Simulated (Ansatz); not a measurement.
Gas-phase electronic energies from Ansatz, PBE0-D4/def2-TZVP geometries. CCSD(T)/CBS adds triple-zeta CCSD(T) − MP2 to the extrapolated MP2 energy (def2 sets, frozen cores). This one scheme is used for every species. DFT in def2-TZVPP. Elements past krypton have def2 core potentials. For Ga, Sn outer-core shells are correlated without core-valence functions, which leaves a few kJ/mol of doubt a bond. Scalar relativity is left out up to krypton.

Reaction (cleavage of the Sn–Ga bond): `[GaH2][SnH3]` + `[AlH2][SH]` → `[AlH2][S][SnH3]` + `[GaH3]`

Is it downhill or uphill in electronic energy at CCSD(T)/CBS, and by how much? (Estimate.)

Ansatz gave: Downhill: ΔE = -11.6 kJ/mol.

What do these levels give: BHLYP-D4, ωB97M-V, PBE, CAM-B3LYP, CCSD/def2-TZVPP, CCSD/CBS(def2)? (Best estimate.)

The calculation gave: BHLYP-D4 -12.1, ωB97M-V -11.7, PBE -1.1, CAM-B3LYP -5.8, CCSD/def2-TZVPP -7.6, CCSD/CBS(def2) -9.8 kJ/mol.

Largest T1 diagnostic among the species: 0.014.

Leaving LDA and LC-ωPBE aside and taking each functional with its dispersion term where it has one, the values, not all of them listed here, spread over 19.9 kJ/mol, from B97M-V to PBE-D4. The D4 term adds −5.6 kJ/mol with B3LYP and −2.9 kJ/mol with PBE0; it sums over pairs of atoms, weighted by their polarisabilities, and B3LYP, whose exchange is more repulsive, gets the larger term.

B3LYP here is the variant with VWN-RPA as its local correlation; programs differ in this.
